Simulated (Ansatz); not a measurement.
The cluster BAs2⁻. Charge -1, multiplicity 3. Geometry PBE-D4/def2-TZVP, that of the neutral doublet.

```
atom   x (Å)   y (Å)   z (Å)
  B1   0.400  -0.501  -0.402
 As2  -0.720  -0.833   1.033
 As3   0.319   1.334  -0.631
```

At PBE-D4/def2-TZVPD, r2SCAN-D4/def2-TZVPD, PBE0-D4/def2-TZVPD the highest occupied level of the charge -1 triplet lies above zero (up to 1.27 eV). By energy differences its removal costs 1.24 eV (vertical, to the charge 0 doublet, at PBE-D4/def2-TZVPD); a positive level beside a positive removal energy at the same level points to self-interaction error. At r2SCAN-D4/def2-TZVPD, PBE0-D4/def2-TZVPD the charge -1 triplet is spin-contaminated (final ⟨S²⟩ up to 2.16, 2.00 for a pure state). At PBE0-D4/def2-TZVPD a singlet of charge -1 lies 0.13 eV below the triplet at the same geometry. The structure comes from a short search, and lower isomers may exist.

(1) Estimate the α-spin orbital energies around the gap (eV) in Ansatz with PBE-D4/def2-TZVPD, r2SCAN-D4/def2-TZVPD, PBE0-D4/def2-TZVPD.

Results:

(1) 
```
orbital  PBE-D4/def2-TZVPD  r2SCAN-D4/def2-TZVPD  PBE0-D4/def2-TZVPD
 HOMO−5              -3.75                 -4.06               -4.99
 HOMO−4              -1.75                 -2.00               -2.83
 HOMO−3              -1.66                 -1.94               -2.74
 HOMO−2              -1.45                 -1.70               -2.51
 HOMO−1               0.32                 -0.01               -0.65
   HOMO               1.27                  1.00                0.37
   LUMO               1.66                  2.02                2.51
 LUMO+1               3.48                  3.85                4.14
 LUMO+2               3.64                  4.19                4.32
 LUMO+3               4.43                  5.10                4.96
 LUMO+4               4.47                  5.19                5.00
 LUMO+5               5.48                  6.03                6.08
 β HOMO              -1.15                 -1.34               -1.93
 β LUMO               1.35                  1.60                2.18
```
